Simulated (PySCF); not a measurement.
# LiAs: from constants to spectrum

UHF-CCSD(T) constants of LiAs, ³Σ⁻ (triplet), unpaired electrons π ↑↑ (Li cc-pVDZ, As cc-pVDZ-PP with ECP10; scalar-relativistic core potentials (PySCF 2.14); masses 7.0160 and 74.9216 u):

| Quantity | Value |
| --- | --- |
| ωe | 418.5 cm⁻¹ |
| ωexe | 2.77 cm⁻¹ |
| Be | 0.43047 cm⁻¹ |
| αe | 0.00428 cm⁻¹ |
| D (centrifugal) | 1.82e-06 cm⁻¹ |
| De to Li + As | 1.24 eV |

Question: Give the vibrational terms G(v) and spacings up to v = 6.

Answer: G(v) = ωe(v+½) − ωexe(v+½)².

```json
{"v": "0", "G(v) (cm⁻¹)": "209", "G(v) − G(v−1)": "", "Bv (cm⁻¹)": "0.4283"}
{"v": "1", "G(v) (cm⁻¹)": "622", "G(v) − G(v−1)": "413", "Bv (cm⁻¹)": "0.4241"}
{"v": "2", "G(v) (cm⁻¹)": "1029", "G(v) − G(v−1)": "407", "Bv (cm⁻¹)": "0.4198"}
{"v": "3", "G(v) (cm⁻¹)": "1431", "G(v) − G(v−1)": "402", "Bv (cm⁻¹)": "0.4155"}
{"v": "4", "G(v) (cm⁻¹)": "1827", "G(v) − G(v−1)": "396", "Bv (cm⁻¹)": "0.4112"}
{"v": "5", "G(v) (cm⁻¹)": "2218", "G(v) − G(v−1)": "391", "Bv (cm⁻¹)": "0.4069"}
{"v": "6", "G(v) (cm⁻¹)": "2603", "G(v) − G(v−1)": "385", "Bv (cm⁻¹)": "0.4027"}
```

Question: How well does the Morse estimate ωe²/(4ωexe) reproduce De, and what is D0?

Answer: It gives 1.96 eV, 158 % of the computed De. D0 = De − G(0) = 1.24 − 0.03 = 1.21 eV.

Correlated steps freeze 4 core orbitals. Correlated levels converge slowly with the basis: in double zeta they bind strong bonds too weakly, by up to about 1 eV, and carry superposition errors of some tenths. Spin–orbit coupling is left out. The state was picked by a PBE0 search and need not be the measured ground state.
